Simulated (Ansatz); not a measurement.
Energy difference R1 + R2 → P1, each structure at its B3LYP-D3(BJ)/def2-TZVP stationary point, reached from a drawn start (curvature not checked).
R1: OH (SMILES [OH]), charge 0, multiplicity 2.
R2: S atom, charge 0, multiplicity 3.
P1: HOS (SMILES [O]S), charge 0, multiplicity 2.

P less R. No zero-point or thermal terms; open shells are unrestricted; no spin–orbit coupling.

Frozen-core correlation throughout.

Codes used: Ansatz (a first-principles code) with Gaussian orbitals. All values are computed, each at the level named.

Total energies in hartree:

```csv
structure,PBE/def2-TZVPPD,CCSD(T)/aug-cc-pV(T+d)Z
R1,-75.685571,-75.645575
R2,-397.939136,-397.657277
P1,-473.771508,-473.423748
```

Task: Work out the reaction energy at each level in eV (1 hartree = 27.21139 eV), and say how far PBE/def2-TZVPPD lies from CCSD(T)/aug-cc-pV(T+d)Z.

Result: 
- PBE/def2-TZVPPD: (-473.771508) − (-75.685571) − (-397.939136) = -0.146801 hartree = -3.995 eV
- CCSD(T)/aug-cc-pV(T+d)Z: (-473.423748) − (-75.645575) − (-397.657277) = -0.120896 hartree = -3.290 eV
PBE/def2-TZVPPD less CCSD(T)/aug-cc-pV(T+d)Z: -0.705 eV. CCSD(T)/aug-cc-pV(T+d)Z is the level counted from, the highest shown, and no exact or measured value.
